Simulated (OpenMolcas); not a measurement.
Pt3+ in a point-charge field

Pt3+ among 6 point charges of -1.7 e arranged as a tetragonal octahedron (D4h), 1.92 Å from the ion, with the axial distance 2.246 Å.

```
Program             : OpenMolcas
Method              : CASSCF
Basis               : ANO-RCC-VTZP [8s7p5d3f1g]
Scalar Hamiltonian  : DKH2, point nucleus
Active space        : 7 electrons in 5 orbitals (5d)
State averaging     : 2S+1 = 4 even, 10 roots; 2S+1 = 2 even, 40 roots
Spin-orbit coupling : state interaction with AMFI integrals over the reference wave functions
```

The lowest spin-free states (labels of D4, the rotations of D4h), above the lowest:

| State | Degeneracy | E (cm-1) | Free-ion L (%) |
| --- | --- | --- | --- |
| 4A2 | 1 | 0.0 | F (93) |
| 4E | 2 | 2200 | F (100) |
| 2A1 | 1 | 7167 | G (48) |
| 4B2 | 1 | 7249 | F (100) |
| 4E | 2 | 9086 | F (88) |
| 2E | 2 | 14474 | G (46) |
| 2A2 | 1 | 14689 | G (61) |
| 2B1 | 1 | 15296 | G (57) |
| 4B1 | 1 | 17738 | F (100) |
| 2B2 | 1 | 18670 | G (77) |
| 2A2 | 1 | 18940 | P (73) |
| 2E | 2 | 19226 | G (70) |
| 4E | 2 | 19810 | P (87) |
| 2E | 2 | 21135 | H (55) |
| 2A1 | 1 | 23189 | G (96) |
| 2E | 2 | 25398 | H (45) |
| 2A2 | 1 | 26030 | H (69) |
| 2B1 | 1 | 27510 | H (55) |
| 2A1 | 1 | 27535 | H (49) |
| 2B2 | 1 | 27615 | H (64) |

The lowest levels with spin-orbit coupling:

```csv
E (cm-1),Degeneracy,Label,2S+1,g
0.0,2,E1/2,4 (87 %),1.49 6.21 6.21
1449,2,E3/2,4,3.14 3.36 3.36
2206,2,E1/2,4 (76 %),1.64 1.64 9.54
4241,2,E3/2,4 (82 %),2.37 2.37 4.54
4309,2,E1/2,4 (77 %),1.95 1.95 5.62
9834,2,E3/2,4 (80 %),0.31 0.31 3.64
11902,2,E1/2,4 (66 %),0.82 0.82 3.17
12299,2,E3/2,4 (75 %),0.12 0.12 2.35
12992,2,E1/2,4 (72 %),2.08 2.08 2.36
15308,2,E1/2,4 (86 %),0.57 0.57 3.51
15520,2,E3/2,4 (77 %),1.91 1.91 3.02
16364,2,E3/2,4 (83 %),0.67 0.97 0.97
17309,2,E1/2,2 (54 %),1.67 2.75 2.75
18770,2,E1/2,2 (50 %),1.01 1.72 1.72
19491,2,E3/2,4 (57 %),0.06 1.59 1.59
20831,2,E1/2,2 (70 %),0.46 1.80 1.80
21437,2,E3/2,2 (62 %),1.24 2.47 2.47
23488,2,E3/2,2 (59 %),1.05 1.05 1.26
23518,2,E1/2,4 (71 %),0.45 0.69 0.69
23744,2,E3/2,4 (57 %),0.11 0.11 2.31
```

Powder χT (cm3 K/mol): 2.48 at 2 K, 2.5 at 10 K, 2.59 at 50 K, 2.69 at 100 K, 2.9 at 200 K, 3.12 at 300 K. The effective moment at 300 K is 2.828 √(χT) = 4.99 μB.

Spin-orbit coupling mixes the spin-free states strongly: the lowest level takes only 58 % from its leading state, 4A2. Without dynamic correlation the repulsion within the d shell is too large (B by tens of per cent), so at a given field states of lower spin stand too high. This shell can be high or low spin here, a state of another spin lies low, and with metal d orbitals alone active their balance is uncertain, so the ground spin may be wrong. Point charges give a weaker field than real ligands, and real ions of this kind are as a rule low spin; the high spin found here belongs to the model. This is an electrostatic model: the charges have no orbitals. No measured value stands beside these numbers.
